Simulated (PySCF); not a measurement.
**Radial density of Ne²⁺ (neon, charge +2)**

UHF, [He] 2s2 2p3 3s1, 3s spin antiparallel (an excited configuration). Computed with PySCF 2.14 in aug-cc-pVQZ (6s5p4d3f2g, 80 functions), with the non-relativistic Hamiltonian (point nucleus).

```
r (bohr)  4πr²ρ (e/bohr)  4πr²(ρα − ρβ)
 0.00241         0.04391        -0.0002
 0.00405          0.1200        -0.0005
 0.00682          0.3216        -0.0013
  0.0115          0.8289        -0.0032
  0.0193           2.007        -0.0072
  0.0324           4.369        -0.0127
  0.0546           7.973        -0.0055
  0.0918           10.86         0.0864
   0.154           9.290         0.4911
   0.260           5.045         1.6734
   0.437           5.565         3.3891
   0.735           5.958         3.2579
    1.24           1.814         0.9044
    2.08          0.5179        -0.3958
    3.50          0.2394        -0.2391
    5.88        0.005893        -0.0059
```

The outer electron is Rydberg-like, and this basis confines it to a smaller radius and binds it less than a complete one would. With the s spin flipped the determinant is a mixture of two multiplicities, not a spectroscopic state.
